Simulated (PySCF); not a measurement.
# Nuclear quadrupole coupling in MePhSiClSBu

Species: MePhSiClSBu, C₁₁H₁₇ClSSi.
Structure used (PBE0-D3(BJ)/def2-SVP), in Å, numbered top down from 1:
```
atom  x, y, z in Å
C1     1.629    2.080   -1.354
C2     1.669    0.621   -1.776
C3     2.191   -0.294   -0.680
C4     2.111   -1.779   -0.988
S5     0.432   -2.443   -1.329
Si6   -0.628   -1.989    0.466
C7    -2.158   -3.051    0.456
Cl8    0.560   -2.485    2.113
C9    -1.056   -0.171    0.632
C10   -1.702    0.464   -0.441
C11   -2.071    1.805   -0.360
C12   -1.794    2.534    0.796
C13   -1.151    1.919    1.868
C14   -0.785    0.576    1.786
H15    1.255    2.725   -2.164
H16    0.964    2.218   -0.486
H17    2.629    2.447   -1.071
H18    0.657    0.288   -2.060
H19    2.292    0.500   -2.679
H20    1.654   -0.088    0.261
H21    3.251   -0.058   -0.470
H22    2.674   -2.026   -1.902
H23    2.535   -2.374   -0.165
H24   -2.789   -2.793   -0.409
H25   -1.897   -4.118    0.395
H26   -2.741   -2.874    1.372
H27   -1.906   -0.093   -1.361
H28   -2.569    2.285   -1.206
H29   -2.078    3.588    0.859
H30   -0.929    2.488    2.774
H31   -0.276    0.100    2.628
```

Field gradients from the PBE0/pcSseg-1 density (PySCF, non-relativistic), principal values in atomic units, ordered |Vxx| ≤ |Vyy| ≤ |Vzz|:

```
atom      Vxx      Vyy      Vzz
  S5   0.1722   1.9666  -2.1388
 Cl8  -1.0040  -1.1164   2.1204
```

Question: Find the asymmetry η = (Vxx − Vyy)/Vzz and the couplings χ = eQV/h (234.96 MHz × Q in barn × V in au), with Q(33S) = −0.0678 b, Q(35Cl) = −0.0817 b.

Answer: 
```
atom                environment  nucleus     η  χzz (MHz)  χxx (MHz)  χyy (MHz)
  S5  sulfur bonded to C and Si      33S  0.84      34.07      -2.74     -31.33
 Cl8     silicon-bound chlorine     35Cl  0.05     -40.70      19.27      21.43
```

The tensor is traceless: Vxx + Vyy + Vzz = 0.

Question: What is Vzz at Cl8 in SI units (1 au = 9.71736 × 10²¹ V/m²)?

Answer: 2.1204 au = 20.604 × 10²¹ V/m².

Question: And the gradient at the other heavy atoms, for which no coupling is worked out here?

Answer: 
| atom | environment | Vzz (au) | η |
| --- | --- | --- | --- |
| C1 | methyl carbon | 0.043 | 0.50 |
| C2 | chain CH2 carbon | -0.059 | 0.54 |
| C3 | chain CH2 carbon | 0.069 | 0.49 |
| C4 | sp3 carbon bound to sulfur | 0.331 | 0.13 |
| Si6 | chlorine-bound silicon | 0.725 | 0.75 |
| C7 | Si-methyl carbon | -0.041 | 0.58 |
| C9 | substituted aromatic carbon | 0.315 | 0.08 |
| C10 | aromatic CH carbon | 0.329 | 0.12 |
| C11 | aromatic CH carbon | 0.318 | 0.18 |
| C12 | aromatic CH carbon | 0.340 | 0.17 |
| C13 | aromatic CH carbon | 0.321 | 0.18 |
| C14 | aromatic CH carbon | 0.348 | 0.04 |

Were the hydrogens deuterons (Q(2H) = 0.00286 b), χzz would run from 188 kHz (H20) to 204 kHz (H28, H30 and H29).

The structure is a single PBE0-D3(BJ)/def2-SVP conformer in the gas phase; no vibrational or solvent corrections. The small basis limits the accuracy of the gradients.
